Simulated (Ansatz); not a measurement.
Species: SiH2F2, charge 0, singlet. SiH2F2 (difluorosilane, SMILES F[SiH2]F).
B3LYP-D3(BJ)/def2-TZVP minimum from Ansatz (a program for electronic structure):
```xyz
5

Si     0.2322    -0.1423     0.3567
F     -0.9008    -0.9574    -0.4083
F      0.3968     1.2663    -0.3659
H      1.4982    -0.8787     0.2366
H     -0.2130     0.0912     1.7376
```
Charge 0, spin multiplicity 1.

Total energies in cc-pV(D+d)Z, 20 correlated electrons, 7 frozen orbitals. Radicals and triplets start from unrestricted determinants; spin-orbit coupling is neglected. Correlated methods leave the cores frozen. No relativity.

```json
[
 {"method": "HF", "program": "Ansatz", "energy (Eh)": "-489.10420", "minus CCSDT(Q) (mEh)": "500.65"},
 {"method": "MP2", "program": "Ansatz", "energy (Eh)": "-489.57800", "minus CCSDT(Q) (mEh)": "26.85"},
 {"method": "CCSD", "program": "Ansatz", "energy (Eh)": "-489.59591", "minus CCSDT(Q) (mEh)": "8.94"},
 {"method": "CCSD(T)", "program": "Ansatz", "energy (Eh)": "-489.60336", "minus CCSDT(Q) (mEh)": "1.49"},
 {"method": "CCSDT(Q)", "program": "Ansatz", "energy (Eh)": "-489.60485", "minus CCSDT(Q) (mEh)": "0.00"}
]
```

Rough core times of Ansatz's runs on a shared machine: CCSD(T) under 20 s, CCSDT(Q) 2 min.
